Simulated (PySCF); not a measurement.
## How methods differ on the excitation energy of Tl

Tl [Xe] 4f14 5d10 6s2 6p1 (2P) → Tl [Xe] 4f14 5d10 6s1 6p1 6d1 (high-spin determinant), as a difference of total energies. Computed with PySCF 2.14 in x2c-TZVPPall with one added diffuse shell each of s, p, d, f type (12s8p7d4f, 99 functions), with scalar relativity by spin-free X2C-1e. Correlated levels: valence: [Xe] 4f14 5d10 frozen; valence and next inner shell: [Kr] 4d10 4f14 frozen. The calculations carry no spin-orbit coupling.

```csv
method,excitation energy (eV)
UHF,9.208
LDA,11.247
PBE,10.780
PBE0,10.573
r2SCAN,10.800
MP2 (valence),9.780
SCS-MP2 (valence),9.953
MP2 (valence and next inner shell),11.060
SCS-MP2 (valence and next inner shell),11.036
```

Problem. How much does correlation contribute at MP2 (valence and next inner shell)?

Solution. 11.060 − (9.208) = 1.852 eV, measured against UHF.

A first-order spin-orbit estimate (lowest level to lowest level, LS coupling) adds -0.034 eV.

The upper state lies above the first ionisation limit, but in LS coupling its spin forbids autoionisation to the ground ion; at this Z spin-orbit coupling breaks that rule.

The promoted electron is Rydberg-like, and one or two diffuse shells describe it only roughly, which tends to raise the upper state.

The determinant of the upper state mixes LS terms, which raises its energy above the lowest term, most at the Hartree-Fock and MP2 levels.
